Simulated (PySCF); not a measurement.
C5H12Si, SMILES C[C@@H]1C[C@@]1(C)[SiH3].

The structure is a stationary point at PBE-D3(BJ)/def2-SVP. The structure was generated by enumeration; whether it is a known compound was not checked.

Calculation: PBE-D3(BJ)/def2-SVP (PySCF 2.14.0).

Frequencies are harmonic and unscaled.

```tsv
mode	ν (cm⁻¹)	IR (km/mol)	moving atoms (share of kinetic energy)
1	118	0.0	H 66 %, C 26 %
2	153	0.0	H 71 %, C 23 %
3	163	0.1	H 74 %, C 24 %
4	177	0.1	H 93 %
5	203	0.3	C 47 %, H 39 %, Si 14 %
6	268	0.1	C 50 %, H 49 %
7	304	0.5	C 48 %, H 37 %, Si 16 %
8	363	1.7	C 43 %, H 37 %, Si 20 %
9	433	0.5	C 54 %, H 43 %
10	572	5.0	C 52 %, H 33 %, Si 14 %
11	625	30.7	H 73 %, C 14 %, Si 12 %
12	630	22.8	H 74 %, C 13 %, Si 13 %
13	766	6.1	C 59 %, H 40 %
14	816	39.2	C 54 %, H 42 %
15	858	1.8	H 80 %, C 20 %
16	889	215.9	H 91 %, Si 8 %
17	903	36.6	H 86 %, C 11 %
18	916	6.7	H 73 %, C 26 %
19	916	37.2	H 95 %
20	938	8.2	H 58 %, C 41 %
21	980	2.7	H 74 %, C 26 %
22	1007	5.5	H 78 %, C 22 %
23	1046	1.8	H 59 %, C 40 %
24	1081	0.5	H 58 %, C 42 %
25	1093	6.1	C 60 %, H 40 %
26	1147	0.9	C 50 %, H 50 %
27	1190	0.4	C 55 %, H 44 %
28	1261	4.4	H 52 %, C 48 %
29	1332	2.4	H 75 %, C 25 %
30	1347	0.4	H 77 %, C 23 %
31	1365	1.6	H 66 %, C 34 %
32	1406	4.9	H 97 %
33	1410	5.1	H 95 %
34	1417	4.7	H 89 %, C 11 %
35	1422	10.1	H 93 %
36	1441	6.7	H 62 %, C 38 %
37	2145	90.6	H 99 %
38	2151	114.7	H 96 %
39	2157	111.0	H 96 %
40	2958	27.9	H 97 %
41	2969	34.5	H 97 %
42	3039	14.3	H 91 %, C 9 %
43	3041	10.4	H 95 %
44	3044	5.3	H 92 %, C 8 %
45	3046	10.6	H 91 %, C 9 %
46	3049	23.9	H 91 %, C 9 %
47	3071	23.8	H 91 %, C 9 %
48	3132	6.6	H 89 %, C 11 %
```
